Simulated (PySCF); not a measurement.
Species: Sn2(OH)4.
Z-matrix (Å and degrees, PBE0-D3(BJ)/def2-SVP geometry), rows numbered from 1:
```
Sn
O   1  2.0304
O   1  2.1682  2   89.88
Sn  3  2.2152  1  106.04  2   -75.12
O   4  2.0059  3   95.83  1    68.20
O   4  2.1953  3   70.77  1   -18.72
H   2  0.9666  1  111.65  3    -8.99
H   3  0.9635  1  124.46  2    78.77
H   5  0.9707  4  111.99  3   -50.91
H   6  0.9660  1  116.40  2   -58.73
```

Method: PySCF 2.14.0, PBE0-D3(BJ)/def2-SVP geometry optimisation, gas phase, def2 core potentials past Kr.

Masses are those of the commonest isotopes; rigid-rotor values at the optimised geometry. The values belong to one conformer.

Problem. Give the principal moments of inertia and the rotational constants in GHz.

Solution. Ia = 192.95, Ib = 866.87, Ic = 933.36 u·Å²; 505379 MHz·u·Å²/I gives 2619, 583.0 and 541.5 MHz, that is A = 2.6193, B = 0.5830, C = 0.5415 GHz.

Problem. What kind of rotor is it?

Solution. A near-prolate asymmetric top. Ray's parameter κ = (2B − A − C)/(A − C) = -0.960; −1 is the prolate and +1 the oblate limit.

Problem. Is it planar, by Δ = Ic − Ia − Ib?

Solution. Not planar: Δ = Ic − Ia − Ib = -126.45 u·Å². For a rigid frame Δ = −2 Σ m c², so Σ m c² = 63.22 u·Å² lies off the ab plane: 10.35 from hydrogen and 52.87 from heavier atoms. The atom farthest from that plane is 2.21 Å away.

Problem. Give the coordinates in the principal-axis frame, origin at the centre of mass.

Solution. The sense of each axis is arbitrary; atoms in the order of the calculation.
```json
{"atom": "Sn1", "mass (u)": "119.902", "a (Å)": "-1.751", "b (Å)": "-0.183", "c (Å)": "-0.025"}
{"atom": "O2", "mass (u)": "15.995", "a (Å)": "-1.431", "b (Å)": "1.812", "c (Å)": "0.179"}
{"atom": "O3", "mass (u)": "15.995", "a (Å)": "-0.046", "b (Å)": "-0.583", "c (Å)": "1.252"}
{"atom": "Sn4", "mass (u)": "119.902", "a (Å)": "1.750", "b (Å)": "-0.187", "c (Å)": "0.018"}
{"atom": "O5", "mass (u)": "15.995", "a (Å)": "1.477", "b (Å)": "1.796", "c (Å)": "-0.109"}
{"atom": "O6", "mass (u)": "15.995", "a (Å)": "0.017", "b (Å)": "-0.473", "c (Å)": "-1.298"}
{"atom": "H7", "mass (u)": "1.008", "a (Å)": "-0.760", "b (Å)": "1.998", "c (Å)": "0.850"}
{"atom": "H8", "mass (u)": "1.008", "a (Å)": "-0.058", "b (Å)": "-0.521", "c (Å)": "2.214"}
{"atom": "H9", "mass (u)": "1.008", "a (Å)": "0.578", "b (Å)": "2.021", "c (Å)": "-0.398"}
{"atom": "H10", "mass (u)": "1.008", "a (Å)": "0.044", "b (Å)": "0.037", "c (Å)": "-2.119"}
```

Problem. Where do the levels up to J = 5 lie, in MHz?

Solution. Above 0(0,0):
J = 1: 1(0,1) 1124, 1(1,1) 3161, 1(1,0) 3202
J = 2: 2(0,2) 3373, 2(1,2) 5368, 2(1,1) 5493, 2(2,1) 11602, 2(2,0) 11602
J = 3: 3(0,3) 6744, 3(1,3) 8679, 3(1,2) 8928, 3(2,2) 14975, 3(2,1) 14978, 3(3,1) 25261, 3(3,0) 25261
J = 4: 4(0,4) 11235, 4(1,4) 13092, 4(1,3) 13508, 4(2,3) 19472, 4(2,2) 19482, 4(3,2) 29760, 4(3,1) 29760, 4(4,1) 44158, 4(4,0) 44158
J = 5: 5(0,5) 16845, 5(1,5) 18608, 5(1,4) 19231, 5(2,4) 25093, 5(2,3) 25115, 5(3,3) 35384, 5(3,2) 35384, 5(4,2) 49782, 5(4,1) 49782, 5(5,1) 68294, 5(5,0) 68294
Those of J = 1 are B + C, A + C and A + B.

Problem. Which lines would a microwave search look for?

Solution. The dipole components are |μa| = 0.44 D, |μb| = 2.49 D, |μc| = 0.78 D. Intensities carry the squares of the components, which stand as 0.03 : 1.00 : 0.10 (a : b : c). Some lines, for components of 0.1 D or more:

```tsv
type	branch	J(Ka,Kc)	MHz	lower level (cm⁻¹)
a	R	1(0,1) ← 0(0,0)	1124	0.000
b	Q	1(1,0) ← 1(0,1)	2078	0.038
a	R	2(1,2) ← 1(1,1)	2207	0.105
a	R	2(0,2) ← 1(0,1)	2248	0.038
c	R	1(1,0) ← 0(0,0)	3202	0.000
b	R	2(1,2) ← 1(0,1)	4244	0.038
c	R	2(1,1) ← 1(0,1)	4368	0.038
b	Q	2(2,0) ← 2(1,1)	6110	0.183
b	R	2(2,1) ← 1(1,0)	8399	0.107
c	R	2(2,0) ← 1(1,0)	8400	0.107
c	R	2(2,1) ← 1(1,1)	8441	0.105
```

Whether it is a minimum is left open (no frequencies). Zero-point vibration and centrifugal distortion are left out.
